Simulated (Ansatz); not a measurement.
CH8GeO2Si (`O[SiH2][CH2][GeH2][OH]`). The species carries charge 0 and has multiplicity 1. All single points use the PBE0-D4/def2-TZVP geometry. It is one conformer, not always the lowest.

```xyz
13

O     1.377    0.064    1.242
Si   -0.229    0.478    1.381
C    -0.845    0.760   -0.345
Ge   -0.062   -0.491   -1.643
O     0.567   -1.924   -0.791
H     1.914    0.094    2.035
H    -0.990   -0.615    2.043
H    -0.343    1.697    2.231
H    -1.933    0.649   -0.357
H    -0.609    1.778   -0.666
H    -1.117   -1.054   -2.606
H     1.077    0.211   -2.410
H     1.192   -1.647   -0.112
```

Q: What is the dipole moment at ωB97M-V/def2-TZVPP? (An estimate is asked.)

A: Ansatz gave: 2.61 D, with components (0.20, 2.16, 1.45) D in this frame, pointing from negative to positive charge.

Q: And with PBE, r2SCAN, B3LYP? (Best estimate.)

A: The calculation gave: PBE 2.48 D, r2SCAN 2.55 D, B3LYP 2.63 D.

Q: Give the Mulliken charges with ωB97M-V, PBE, B3LYP in def2-TZVPP. (Estimate.)

A: The calculation gave: 
| atom | ωB97M-V | PBE | B3LYP |
| --- | --- | --- | --- |
| O1 | -0.41 | -0.38 | -0.42 |
| Si2 | 0.41 | 0.38 | 0.47 |
| C3 | -0.47 | -0.33 | -0.38 |
| Ge4 | 0.37 | 0.36 | 0.42 |
| O5 | -0.44 | -0.40 | -0.44 |
| H6 | 0.17 | 0.19 | 0.18 |
| H7 | -0.04 | -0.08 | -0.09 |
| H8 | -0.05 | -0.08 | -0.09 |
| H9 | 0.14 | 0.12 | 0.12 |
| H10 | 0.14 | 0.11 | 0.11 |
| H11 | 0.01 | -0.02 | -0.02 |
| H12 | -0.01 | -0.04 | -0.04 |
| H13 | 0.18 | 0.18 | 0.18 |

B3LYP here is the variant with VWN-RPA as its local correlation; programs differ in this.
